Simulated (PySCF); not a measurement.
Structure problem from calculated spectra and properties.

Formula: C14H20.

- Dipole: 0.42 D [CAM-B3LYP/def2-SVPD]
- Polarisability: 162.4 au [CAM-B3LYP/def2-SVPD]
- 1H NMR: chemical shifts (computed TMS as zero) by class: 7.24 (1 H), 7.14 (1 H), 7.08 (1 H), 2.76 (1 H), 2.75 (1 H), 2.64 (1 H), 2.63 (1 H), 2.34 (3 H), 2.03 (1 H), 0.95 (9 H) ppm [GIAO PBE0/pcSseg-1]
- 13C NMR: chemical shifts (computed TMS as zero) by class: 148.7 (1 C), 145.6 (1 C), 140.7 (1 C), 132.4 (1 C), 130.3 (1 C), 129.5 (1 C), 53.8 (1 C), 36.5 (1 C), 36.3 (1 C), 31.8 (1 C), 29.1 (3 C), 23.2 (1 C) ppm [GIAO PBE0/pcSseg-1]
- Rotational structure: rotational constants A, B, C: 1.837, 0.345, 0.313 GHz [PBE0-D3(BJ)/def2-SVP]
- Triplet: lowest triplet excitation (Tamm–Dancoff): 3.95 eV [TDA CAM-B3LYP/def2-SVPD]
- UV, strongest line: among the 10 lowest singlet transitions: S5 at 6.73 eV (184 nm, f = 0.895) [TDDFT CAM-B3LYP/def2-SVPD]
- UV, first state: lowest singlet excitation: 5.16 eV (240 nm, f = 0.034) [TDDFT CAM-B3LYP/def2-SVPD]

The electronic properties come from PySCF, for the isolated species, density fitting. Levels stand in brackets. One conformer (not necessarily the lowest) at the PBE0-D3(BJ)/def2-SVP geometry, without solvent, vibrations or thermal averaging. Each NMR value is the plain mean over a class of atoms that symmetry, rotation or inversion makes alike.

Question: Give a SMILES that accounts for the data.

Answer: Numbering: `[CH3:1][c:2]1[cH:3][cH:4][c:5]2[c:6]([cH:7]1)[CH2:8][C@@H:9]([C:10]([CH3:11])([CH3:12])[CH3:13])[CH2:14]2`. Its formula, C14H20, gives 5 degrees of unsaturation: 2 rings and 3 π bonds in the structure found (Kekulé form). 14 carbons fall into 12 classes; from least to most shielded: substituted aromatic carbon [C6] (148.7 ppm), substituted aromatic carbon [C5] (145.6 ppm), substituted aromatic carbon [C2] (140.7 ppm), aromatic CH carbon [C3] (132.4 ppm), aromatic CH carbon [C7] (130.3 ppm), aromatic CH carbon [C4] (129.5 ppm), sp3 CH carbon [C9] (53.8 ppm), benzylic-type carbon [C8] (36.5 ppm), benzylic-type carbon [C14] (36.3 ppm), quaternary sp3 carbon [C10] (31.8 ppm), methyl carbon [C11/C12/C13] (29.1 ppm, 3 C, up to 9.3 ppm apart in this geometry), benzylic-type carbon [C1] (23.2 ppm). Hydrogen classes from least to most shielded: 1 H on an aromatic CH carbon, C4 (7.24 ppm), 1 H on an aromatic CH carbon, C7 (7.14 ppm), 1 H on an aromatic CH carbon, C3 (7.08 ppm), 1 H on a benzylic-type carbon, C8 (2.76 ppm), 1 H on a benzylic-type carbon, C14 (2.75 ppm), 1 H on a benzylic-type carbon, C8 (2.64 ppm), 1 H on a benzylic-type carbon, C14 (2.63 ppm), 3 H on a benzylic-type carbon, C1 (2.34 ppm), 1 H on an sp3 CH carbon, C9 (2.03 ppm), 9 H on 3 methyl carbons, C11/C12/C13 (0.95 ppm, a mean of values up to 0.5 ppm apart in this geometry). The optimised geometry has point group C1 and is an asymmetric top. Structure: `CC1=CC2=C(C=C1)C[C@H](C(C)(C)C)C2`. The assignments are read from this structure; whether some other isomer fits the data as well wasn't checked. The mirror image fits equally.
